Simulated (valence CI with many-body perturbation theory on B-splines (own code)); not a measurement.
# Valence orbitals of Os70+

Level of theory: relativistic CI+MBPT: four valence electrons over a frozen Dirac-Fock core [He], a basis of 11 s, 11 p, 10 d, 8 f, 5 g, 2 h functions for each j, with the one-electron correlation potential Σ1, the two-electron term Σ2, the three-electron term Σ3, Breit, model QED; selected CI, second order for the rest, scaled by the run's own slope (own B-spline code, finite nucleus).

No measured spectrum was set against this ion. As an estimate, large intervals hold to a few tenths of a per cent, small ones and those within an open d or f shell to about a per cent. Among the levels kept, up to 1300 cm⁻¹ of a level comes from second order outside the variational space, and about a tenth of that is noise between levels of different J, which matters for small intervals.

These are the spectroscopic orbitals of the CI (the correlating ones are not listed), shaped by the core and the other valence electrons. h is the expectation value of the core's Dirac-Fock operator, without the valence repulsion; Σ1 is computed up to l = 3 at one energy for each symmetry, that of its lowest orbital but kept below the first core excitation, so for empty shells it is not the orbital's own correlation shift; Breit and QED include the response of the core, and the two lowest orbitals of each symmetry also the frequency dependence of Breit exchange, which makes a step in that column.

| Orbital | h (hartree) | Σ1 (cm⁻¹) | Breit (cm⁻¹) | QED (cm⁻¹) | ⟨r⟩ (bohr) |
| --- | --- | --- | --- | --- | --- |
| 2s1/2 | -770.13 | -1647 | 138495 | 173014 | 0.07180 |
| 3s1/2 | -333.28 | -421 | 38046 | 49700 | 0.1687 |
| 4s1/2 | -184.01 | -166 | 14963 | 20264 | 0.3084 |
| 5s1/2 | -116.28 | -82.3 | 7443 | 10156 | 0.4902 |
| 6s1/2 | -80.021 | -46.6 | 4226 | 5789 | 0.7143 |
| 7s1/2 | -58.393 | -28.9 | 2627 | 3607 | 0.9802 |
| 2p1/2 | -762.55 | -4600 | 279413 | 9798 | 0.05896 |
| 3p1/2 | -331.15 | -1065 | 73550 | 1926 | 0.1568 |
| 4p1/2 | -183.15 | -412 | 28799 | 730 | 0.2972 |
| 5p1/2 | -115.85 | -202 | 14267 | 356 | 0.4798 |
| 6p1/2 | -79.774 | -114 | 8085 | 200 | 0.7046 |
| 7p1/2 | -58.239 | -70.5 | 5021 | 124 | 0.9713 |
| 2p3/2 | -699.37 | -2624 | 88525 | 25112 | 0.06646 |
| 3p3/2 | -312.36 | -614 | 24794 | 6633 | 0.1675 |
| 4p3/2 | -175.28 | -239 | 12375 | 2687 | 0.3114 |
| 5p3/2 | -111.86 | -118 | 6232 | 1348 | 0.4975 |
| 6p3/2 | -77.478 | -66.9 | 3569 | 771 | 0.7260 |
| 7p3/2 | -56.801 | -41.6 | 2233 | 482 | 0.9960 |
| 3d3/2 | -311.63 | -281 | 2638 | -248 | 0.1411 |
| 4d3/2 | -174.98 | -123 | 1455 | 4.2 | 0.2856 |
| 5d3/2 | -111.7 | -63.5 | 706 | 23.9 | 0.4723 |
| 6d3/2 | -77.388 | -36.9 | 427 | 20.1 | 0.7013 |
| 7d3/2 | -56.744 | -23.3 | 276 | 14.9 | 0.9721 |
| 3d5/2 | -306.45 | -232 | 849 | 2041 | 0.1446 |
| 4d5/2 | -172.78 | -100 | 470 | 959 | 0.2899 |
| 5d5/2 | -110.57 | -51.8 | 218 | 510 | 0.4776 |
| 6d5/2 | -76.735 | -30.1 | 133 | 301 | 0.7076 |
| 7d5/2 | -56.334 | -19.0 | 85.8 | 191 | 0.9793 |
| 4f5/2 | -172.7 | -21.8 | 15.3 | -255 | 0.2490 |
| 5f5/2 | -110.53 | -12.5 | 12.7 | -123 | 0.4370 |
| 6f5/2 | -76.715 | -7.6 | 7.8 | -68.7 | 0.6672 |
| 7f5/2 | -56.321 | -4.9 | 5.5 | -42.3 | 0.9395 |
| 4f7/2 | -171.64 | -20.2 | 4.6 | 239 | 0.2514 |
| 5f7/2 | -109.99 | -11.4 | 3.8 | 131 | 0.4396 |
| 6f7/2 | -76.4 | -6.9 | 2.2 | 78.3 | 0.6703 |
| 7f7/2 | -56.123 | -4.5 | 1.5 | 50.3 | 0.9430 |
| 5g7/2 | -109.98 |  | 0.1 | -83.5 | 0.3836 |
| 6g7/2 | -76.393 |  | 0.1 | -48.2 | 0.6144 |
| 7g7/2 | -56.119 |  | 0.1 | -30.3 | 0.8873 |
| 5g9/2 | -109.66 |  | 0.0 | 66.9 | 0.3854 |
| 6g9/2 | -76.207 |  | 0.0 | 39.1 | 0.6164 |
| 7g9/2 | -56.002 |  | 0.0 | 24.8 | 0.8895 |
| 6h9/2 | -76.207 |  |  |  | 0.5460 |
| 6h11/2 | -76.084 |  |  |  | 0.5474 |

Among the shells of the start configuration 2s2 2p2, Σ1 is largest in size for 2p1/2, where it is 0.0027 % of h.

Lowest root of each symmetry, sizes in configuration state functions:

```
J  Parity  Roots  Reference  Variational  Second order  Change by selected CI (cm⁻¹)  Change by second order (cm⁻¹)
0    even     20         53        29749         36321                        -26837                              0
1    even     36        124        31998        144967                        -22122                           -202
2    even     36        150        31988        248340                        -23577                           -365
3    even     24        123        32000        313356                        -20432                           -463
4    even     10         83        31996        194814                        -21451                           -304
5    even      3         46        28556         63598                        -19623                            -14
0     odd     15         49        27456         23690                        -26745                             -1
1     odd     36        127        31999        154425                        -30795                           -205
2     odd     35        147        31999        270971                        -24966                           -372
3     odd     21        122        31999        233355                        -22407                           -430
4     odd      8         82        31994        156901                        -20978                           -160
5     odd      1         45        17245         66074                        -27452                            -11
```
